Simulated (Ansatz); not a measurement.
Species, as SMILES: Cl[Se]Cl.
Atoms: Se1, Cl2, Cl3. Bonds: Se1-Cl2, Se1-Cl3.

Basis-set convergence of the harmonic zero-point energy at PBE0 with Ansatz (a first-principles code). Each level at its own minimum, finite differences of forces, unscaled; the reference is a large set that could be run, not a limit. Cartesian d functions, on some or all atoms, in 6-31G**, 6-311G**; all else is spherical. The program fits the integrals of some runs and decomposes those of others, by size. No added dispersion term, no relativity. Reference: the value in aug-pcseg-2, 1.45 kcal/mol. Deviations are taken from unrounded values.

```csv
basis,functions,harmonic zero-point energy (kcal/mol),minus reference (kcal/mol)
6-31G**,73,1.43,-0.01
cc-pV(D+d)Z,73,1.42,-0.02
aug-pcseg-1,90,1.42,-0.03
6-311G**,98,1.42,-0.03
aug-cc-pV(D+d)Z,100,1.42,-0.02
pcseg-2,111,1.44,0.00
def2-TZVP,122,1.45,0.00
aug-pcseg-2,159,1.45,0.00
def2-TZVPPD,159,1.45,0.01
```

The smallest set listed that lies within 0.2 kcal/mol of the reference with all its larger relatives (same family, alike in diffuse functions; a set with none counts only in the reference's own line) is 6-31G** (73 functions, -0.01 kcal/mol off), level with cc-pV(D+d)Z. Inside, with no larger relative to test it: pcseg-2, def2-TZVPPD. (Relatives not listed, tested too: cc-pV(T+d)Z 0.00, def2-TZVPP 0.00, aug-cc-pV(T+d)Z 0.00 kcal/mol.)
